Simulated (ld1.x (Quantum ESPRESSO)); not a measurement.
## Scattering properties, TM potential for Te (Z = 52)

```json
{
  "Element": "Te (Z = 52)",
  "Generator": "ld1.x (Quantum ESPRESSO) 7.5",
  "Type": "norm-conserving Troullier–Martins (Kleinman–Bylander form)",
  "Functional": "BP86",
  "Relativity": "scalar-relativistic",
  "Frozen core": "[Kr] 4d10",
  "Valence charge": "6",
  "Reference configuration": "5s1.75 5p4.25",
  "Partial waves": "5s (bound): rc 1.80 bohr; 5p (bound): rc 1.90 bohr; 5d channel at -0.05 Ry: rc 1.55 bohr",
  "Local potential": "all-electron potential smoothed inside 1.70 bohr (lloc = -1)",
  "Core correction": "Bessel-smoothed model core inside 0.85 bohr"
}
```

The phase is arctan(r·u′/u) with u = r·R(r), unwrapped; energies in Ry, scanned from -3 to 5 Ry. A pole is an energy at which the radial function vanishes at the test radius. The pseudo phase is shifted by a multiple of π to meet the all-electron one at the reference energy, and phase errors are pseudo minus all-electron; the curves can meet again beyond the range given. Levels narrower than the energy grid can be missing from the lists of poles.

```
channel  radius (bohr)  reference energy (Ry)  poles, all-electron  poles, pseudo  unbroken range about the reference energy with phases within 0.05 rad  phase error 1 Ry above the reference energy (rad)
      s           2.05                  -1.14                 2.11    -2.50, 2.15                                                             above -2.1                                             +0.004
      p           2.05                  -0.46                 4.00           2.03                                                              below 0.8                                             -0.040
      d           2.05                  -0.05                -2.89           3.12                                                            -2.2 to 0.9                                             -0.053
```

Note: ghost states, extra bound levels that the all-electron valence spectrum of the same l lacks: d at -67.2 eV, s at -34.3 eV. A true bound ghost makes a file unfit for plane-wave use.

Phases in the s channel:

| E (Ry) | all-electron | pseudo |
| --- | --- | --- |
| -3.00 | 1.057 | 4.154 |
| -2.76 | 0.995 | 4.044 |
| -2.52 | 0.912 | 1.931 |
| -2.28 | 0.797 | 0.878 |
| -2.04 | 0.634 | 0.672 |
| -1.80 | 0.398 | 0.418 |
| -1.56 | 0.076 | 0.084 |
| -1.32 | -0.296 | -0.294 |
| -1.08 | -0.630 | -0.630 |
| -0.84 | -0.880 | -0.879 |
| -0.60 | -1.054 | -1.051 |
| -0.36 | -1.175 | -1.172 |
| -0.12 | -1.264 | -1.260 |
| 0.12 | -1.330 | -1.325 |
| 0.36 | -1.381 | -1.377 |
| 0.60 | -1.422 | -1.418 |
| 0.84 | -1.456 | -1.452 |
| 1.08 | -1.484 | -1.480 |
| 1.32 | -1.508 | -1.505 |
| 1.56 | -1.530 | -1.527 |
| 1.80 | -1.549 | -1.546 |
| 2.04 | -1.566 | -1.563 |
| 2.28 | -1.582 | -1.579 |
| 2.52 | -1.596 | -1.595 |
| 2.76 | -1.610 | -1.609 |
| 3.00 | -1.623 | -1.623 |
| 3.24 | -1.636 | -1.636 |
| 3.48 | -1.649 | -1.650 |
| 3.72 | -1.661 | -1.663 |
| 3.96 | -1.673 | -1.677 |
| 4.20 | -1.686 | -1.691 |
| 4.44 | -1.699 | -1.706 |
| 4.68 | -1.713 | -1.722 |
| 4.92 | -1.727 | -1.739 |
